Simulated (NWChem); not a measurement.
System: BiHTeF2; SMILES [TeH][Bi]([F])[F]

NWChem input:

```
start job
memory heap 200 mb stack 900 mb global 1100 mb
geometry units angstroms
  Bi    -0.569550     0.394453     0.641600
  F     -2.070987    -0.495074    -0.450476
  F     -0.522691     2.024271    -0.616185
  Te     1.301329    -0.863448    -0.895148
  H      2.233291    -1.298927     0.400737
end
basis spherical
  * library def2-svp
end
ecp
  Te library def2-ecp
  Bi library def2-ecp
end
dft
  xc pbe0
  iterations 150
end
driver
  maxiter 120
end
task dft optimize
dft
  grid fine
  convergence energy 1d-8 density 1d-7
end
task dft freq numerical
```

NWChem printed, in part:

```
             Northwest Computational Chemistry Package (NWChem) 7.3.0
             --------------------------------------------------------

 C1  symmetry detected

                             Geometry "geometry" -> ""
                             -------------------------

 Output coordinates in angstroms (scale by  1.889725989 to convert to a.u.)

  No.       Tag          Charge          X              Y              Z
 ---- ---------------- ---------- -------------- -------------- --------------
    1 Bi                  83.0000     0.00064286     0.91948534     0.24578930
    2 F                    9.0000    -1.48650091     1.06069406    -1.17077869
    3 F                    9.0000     1.47518020     1.06773038    -1.18399692
    4 Te                  52.0000    -0.00006892    -1.79632907    -0.01583861
    5 H                    1.0000     0.05211286    -2.06399118     1.61607656

 Effective nuclear repulsion energy (a.u.)    1412.3454963769

                                Z-matrix (autoz)
                                --------

 Units are Angstrom for bonds and degrees for angles

      Type          Name      I     J     K     L     M      Value
      ----------- --------  ----- ----- ----- ----- ----- ----------
    1 Stretch                  1     2                       2.05869
    2 Stretch                  1     3                       2.05925
    3 Stretch                  1     4                       2.72839
    4 Stretch                  4     5                       1.65454
    5 Bend                     1     4     5                93.80958
    6 Bend                     2     1     3                91.98072
    7 Bend                     2     1     4                90.12062
    8 Bend                     3     1     4                90.30169
    9 Torsion                  2     1     4     5        -135.56130
   10 Torsion                  3     1     4     5         132.45731

                           NWChem Geometry Optimization
                           ----------------------------

 maximum gradient threshold         (gmax) =   0.000450
 rms gradient threshold             (grms) =   0.000300
 maximum cartesian step threshold   (xmax) =   0.001800
 rms cartesian step threshold       (xrms) =   0.001200
 fixed trust radius                (trust) =   0.300000
 source of zmatrix                         =   autoz

          -------------------
          Energy Minimization
          -------------------

[...]

      ----------------------
      Optimization converged
      ----------------------

  Step       Energy      Delta E   Gmax     Grms     Xrms     Xmax
  ---- ---------------- -------- -------- -------- -------- --------
@    7    -682.65608698 -9.9D-08  0.00002  0.00001  0.00088  0.00166
                                     ok       ok       ok       ok

                                Z-matrix (autoz)
                                --------

 Units are Angstrom for bonds and degrees for angles

      Type          Name      I     J     K     L     M      Value     Gradient
      ----------- --------  ----- ----- ----- ----- ----- ---------- ----------
    1 Stretch                  1     2                       2.02881   -0.00002
    2 Stretch                  1     3                       2.02932    0.00001
    3 Stretch                  1     4                       2.84913    0.00002
    4 Stretch                  4     5                       1.67080   -0.00002
    5 Bend                     1     4     5                86.97831    0.00000
    6 Bend                     2     1     3                92.77916    0.00000
    7 Bend                     2     1     4                97.24186    0.00002
    8 Bend                     3     1     4                97.80268   -0.00001
    9 Torsion                  2     1     4     5        -135.53811    0.00001
   10 Torsion                  3     1     4     5         130.63479    0.00000

                         Geometry "geometry" -> "geometry"
                         ---------------------------------

 Output coordinates in angstroms (scale by  1.889725989 to convert to a.u.)

[...]

 Rotational Constants
 --------------------
 A=   0.117928 cm-1  (  0.169669 K)
 B=   0.021493 cm-1  (  0.030923 K)
 C=   0.020930 cm-1  (  0.030113 K)

 Temperature                      =   298.15K
 frequency scaling parameter      =   1.0000

 Zero-Point correction to Energy  =    6.308 kcal/mol  (  0.010053 au)
 Thermal correction to Energy     =   10.627 kcal/mol  (  0.016935 au)
 Thermal correction to Enthalpy   =   11.219 kcal/mol  (  0.017879 au)

 Total Entropy                    =   93.597 cal/mol-K
   - Translational                =   43.661 cal/mol-K (mol. weight = 377.8917)
   - Rotational                   =   29.785 cal/mol-K (symmetry #  =        1)
   - Vibrational                  =   20.150 cal/mol-K

 Cv (constant volume heat capacity) =   18.892 cal/mol-K
   - Translational                  =    2.979 cal/mol-K
   - Rotational                     =    2.979 cal/mol-K
   - Vibrational                    =   12.933 cal/mol-K

[normal modes left out]

 ----------------------------------------------------------------------------
 Normal Eigenvalue ||           Projected Infra Red Intensities
  Mode   [cm**-1]  || [atomic units] [(debye/angs)**2] [(KM/mol)] [arbitrary]
 ------ ---------- || -------------- ----------------- ---------- -----------
    1       -0.000 ||    0.003922           0.090         3.824       2.500
    2       -0.000 ||    0.000705           0.016         0.687       0.449
    3       -0.000 ||    0.000005           0.000         0.005       0.003
    4        0.000 ||    0.000006           0.000         0.006       0.004
    5        0.000 ||    0.000000           0.000         0.000       0.000
    6        0.000 ||    0.002520           0.058         2.457       1.606
    7       11.734 ||    0.000138           0.003         0.135       0.088
    8      111.621 ||    0.006958           0.161         6.783       4.435
    9      132.609 ||    0.000041           0.001         0.040       0.026
   10      169.794 ||    0.020310           0.469        19.799      12.945
   11      182.126 ||    0.009000           0.208         8.774       5.737
   12      510.860 ||    0.004875           0.112         4.752       3.107
   13      583.606 ||    0.063430           1.463        61.835      40.430
   14      592.699 ||    0.075700           1.746        73.796      48.250
   15     2119.769 ||    0.047722           1.101        46.522      30.418
 ----------------------------------------------------------------------------
```

Level: PBE0/def2-SVP with def2 effective core potentials on Te, Bi. def2 effective core potentials on Te, Bi; no spin-orbit coupling.
